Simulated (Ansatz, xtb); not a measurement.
Two isomers of C4H5NO3S

Structure a is `O=S(=O)(O)c1ccc[nH]1`, a singlet and structure b is `C[C@@]1(C#N)CO[S@](=O)O1`, a singlet. Both are isolated molecules in the gas phase, relaxed with PBE0-D3(BJ)/def2-SVP; each stands in its lowest conformer found.

a (Å):

```yaml
atoms:
  - { symbol: C, position_ang: [-1.4569, 0.4783, -0.0627] }
  - { symbol: C, position_ang: [-1.4423, -0.8836, 0.1763] }
  - { symbol: C, position_ang: [-0.2895, -1.1368, 0.9554] }
  - { symbol: C, position_ang: [0.3501, 0.0755, 1.1581] }
  - { symbol: N, position_ang: [-0.3634, 1.0427, 0.5297] }
  - { symbol: O, position_ang: [-2.4031, 2.8152, -0.5173] }
  - { symbol: O, position_ang: [-3.8222, 0.7665, -1.0877] }
  - { symbol: O, position_ang: [-1.9028, 1.4669, -2.4780] }
  - { symbol: S, position_ang: [-2.5507, 1.4548, -0.9890] }
  - { symbol: H, position_ang: [-2.2872, 0.7270, -2.9726] }
  - { symbol: H, position_ang: [-2.1919, -1.5933, -0.1658] }
  - { symbol: H, position_ang: [0.0376, -2.1005, 1.3398] }
  - { symbol: H, position_ang: [1.2540, 0.3130, 1.7145] }
  - { symbol: H, position_ang: [-0.1866, 2.0405, 0.5331] }
```

b (Å):

```xyz
14

C    -1.6379    1.9764   -0.4409
C    -1.6153    0.4904   -0.1177
C    -2.9011   -0.1456   -0.4336
C    -0.4549   -0.2534   -0.8206
N    -3.9138   -0.6291   -0.7122
O     0.6405   -0.0626    0.0495
O    -0.0848   -1.8081    1.7480
O    -1.3543    0.3334    1.2789
S     0.1328   -0.3763    1.6108
H    -0.6359    2.3895   -0.2574
H    -2.3609    2.4882    0.2077
H    -1.9156    2.1450   -1.4911
H    -0.6804   -1.3249   -0.9421
H    -0.2066    0.1922   -1.7919
```

Problem. Estimate E(b) − E(a) at the level CCSD(T)/def2-SVP + ΔMP2/def2-TZVPP.

Solution. Not settled: CCSD(T)/def2-SVP + ΔMP2/def2-TZVPP gives E(b) − E(a) = +56.9 kJ/mol, but this leans on the basis-set step: CCSD(T) alone gives −20.2 kJ/mol.

Level by level:

| level | geometry | E(b) − E(a) (kJ/mol) | departure from the last row (kJ/mol) | job, with rough time for the two |
| --- | --- | --- | --- | --- |
| PBE0-D3(BJ)/def2-SVP | PBE0-D3(BJ)/def2-SVP | +53.7 | −3.2 | optimisation, 80 s |
| HF/def2-SVP | PBE0-D3(BJ)/def2-SVP | −4.4 | −61.3 | part of the CCSD(T) run |
| MP2/def2-SVP | PBE0-D3(BJ)/def2-SVP | +11.3 | −45.6 | part of the CCSD(T) run |
| CCSD(T)/def2-SVP | PBE0-D3(BJ)/def2-SVP | −20.2 | −77.2 | single point |
| CCSD(T)/def2-SVP + ΔMP2/def2-TZVPP | PBE0-D3(BJ)/def2-SVP | +56.9 |  | single point, 1.7 min |

As drawn, b has 3 C–C, 1 C≡N, 2 C–O, 1 O–S, 2 C–H in place of 1 O=S, 1 C–S, 3 C∷C, 2 C∷N, 1 O–H, 1 N–H (∷ is an aromatic bond). Structure a has a 5-membered ring (with an aromatic ring), b a 5-membered ring.

HF/def2-SVP, CCSD(T)/def2-SVP put the two in the other order. The largest departure from CCSD(T)/def2-SVP + ΔMP2/def2-TZVPP is that of CCSD(T)/def2-SVP, 77.2 kJ/mol. Levels run at GFN2-xTB geometries aren't shown. The last row adds to CCSD(T) the change of the MP2 difference between the two basis sets, here +77.2 kJ/mol, a large step that makes the value less sure.

With thermal terms from frequencies at re-optimised GFN2-xTB minima (ideal gas, soft modes damped towards free rotors, one conformer each, 298.15 K, 1 atm): on the last row, ΔE + ΔZPE = +54.7, ΔH = +56.0, ΔG = +53.1 kJ/mol.

The correlated steps freeze 13 core orbitals. Mirror images aren't counted in ΔG. Programs: Ansatz 0.2.0, xtb 6.7.1; the last row on 4 threads of Intel(R) Xeon(R) Platinum 8259CL CPU @ 2.50GHz (Skylake/Cascade Lake) on a shared host.
